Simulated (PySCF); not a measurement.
Exercise with solution: entropy of an ideal gas

PbCl, SMILES [Cl][Pb+] (connectivity only; charge and spin as stated), charge +1, multiplicity 1.

The structure is a stationary point at PBE-D3(BJ)/def2-TZVP. The spin state was assumed, not searched. The def2 effective core potentials stand for the cores of Pb; spin–orbit coupling is left out.

PBE-D3(BJ)/def2-TZVP run with PySCF gives the harmonic wavenumbers 369 cm⁻¹ and the rotational temperature 0.1422 K. The molar mass is 242.65 g/mol, the symmetry number 1, the spin multiplicity 1.

Task: Work out the entropy at 298.15 K and 1 atm in the rigid-rotor, harmonic-oscillator model.

Result: 
Translation (Sackur–Tetrode at 1 atm): S = R[1.5 ln M + 2.5 ln T − 1.16487] = 177.2 J/(mol K).
Rotation: q = T/(σ θ) = 2100, S = R[ln q + 1] = 71.9 J/(mol K).
Vibration: with u = 1.4388 ν/T, each mode gives R[u/(e^u − 1) − ln(1 − e^−u)]:
| ν (cm⁻¹) | modes | u | S (J/(mol K)) |
|---|---|---|---|
| 369 | 1 | 1.78 | 4.54 |
These are all the modes. Sum 4.5 J/(mol K).
Spin: R ln 1 = 0.0 J/(mol K).
Total 253.7 J/(mol K); the program's own thermochemistry gives 253.7. Translation makes up 70 % and vibration 2 %. Anharmonicity, hindered rotation and orbital degeneracy are left out.
